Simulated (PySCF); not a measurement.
## Basis-set dependence of excited states

Species: C3H6F2Ge.
InChI=1S/C3H6F2Ge/c1-3(2-4)6-5/h1-2,6H2

TDDFT with PBE0 (PySCF), vertical singlets, core orbitals frozen in the response, spherical d and f functions. One conformer (not necessarily the lowest) at the PBE0-D3(BJ)/def2-SVP geometry, without solvent, vibrations or thermal averaging. The PBE0/6-31G* calculation is non-relativistic and has no spin–orbit coupling, an omission that weighs most on germanium.

**Question.** Compare 6-31G*, def2-SVP, def2-SVPD, aug-cc-pVDZ, def2-TZVP and def2-TZVPD for this molecule.

**Answer.** 

```
      basis  functions  diffuse  S1 (eV)  S2 (eV)  S3 (eV)  S4 (eV)  S5 (eV)  LUMO (eV)  α (au)
     6-31G*        114       no     6.45     6.93     7.39     7.57     7.83      -0.60    55.6
   def2-SVP        132       no     6.38     6.92     7.34     7.62     7.86      -0.83    57.3
  def2-SVPD        192      yes     6.33     6.77     7.28     7.32     7.65      -1.05    67.1
aug-cc-pVDZ        205      yes     6.28     6.66     7.03     7.13     7.26      -1.06    68.3
  def2-TZVP        239       no     6.29     6.78     7.31     7.40     7.78      -0.98    64.5
 def2-TZVPD        299      yes     6.26     6.70     7.15     7.28     7.37      -1.05    68.4
```

States are compared by their number. Against the largest diffuse basis here (def2-TZVPD, itself not a converged limit), sets without diffuse functions differ by up to 0.19 eV in S1 and 0.49 eV in S5; the smaller diffuse sets differ by up to 0.07 and 0.28 eV. State by state, the largest deviation of a set without diffuse functions is S1 0.19, S2 0.24, S3 0.24, S4 0.34, S5 0.49 eV. The same number needn't mean the same state in each row. Against def2-TZVPD the polarisability deviates by -19% in 6-31G*, -16% in def2-SVP, -2% in def2-SVPD, 0% in aug-cc-pVDZ, -6% in def2-TZVP.
